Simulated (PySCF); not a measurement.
**Basis-set dependence of TlF at CCSD(T)**

PySCF, RHF reference; singlet, unpaired electrons none; De to Tl + F without counterpoise correction. Frozen cores follow the default of each basis and core potential.

```csv
basis,relativity,functions,Re (Å),ωe (cm⁻¹),De (eV),frozen orbitals
cc-pVDZ-PP/cc-pVDZ,scalar-relativistic core potentials,37,2.098,516,4.42,5
def2-SVP,scalar-relativistic core potentials,40,2.095,516,4.55,5
def2-SVPD,scalar-relativistic core potentials,55,2.135,461,5.13,5
def2-TZVPP,scalar-relativistic core potentials,81,2.099,479,4.99,5
```

Question: How does each smaller set differ from the one with most functions, def2-TZVPP?

Answer: cc-pVDZ-PP/cc-pVDZ: -0.1 pm, +7.7 % in ωe, -0.57 eV in De; def2-SVP: -0.4 pm, +7.7 % in ωe, -0.44 eV in De; def2-SVPD: +3.6 pm, -3.8 % in ωe, +0.14 eV in De. All at CCSD(T); the set with most functions is neither the basis-set limit nor always the best.

Measured (Huber and Herzberg, Constants of Diatomic Molecules (1979)): Re = 2.084438 Å, ωe = 477.3 cm⁻¹. Correlated steps freeze 5 core orbitals. Correlated levels converge slowly with the basis: in double zeta they bind strong bonds too weakly, by up to about 1 eV, and carry superposition errors of some tenths. Spin–orbit coupling is left out, which matters for elements this heavy, above all for dissociation energies. Where the molecule has an RHF reference, its open-shell atoms are computed with UHF.
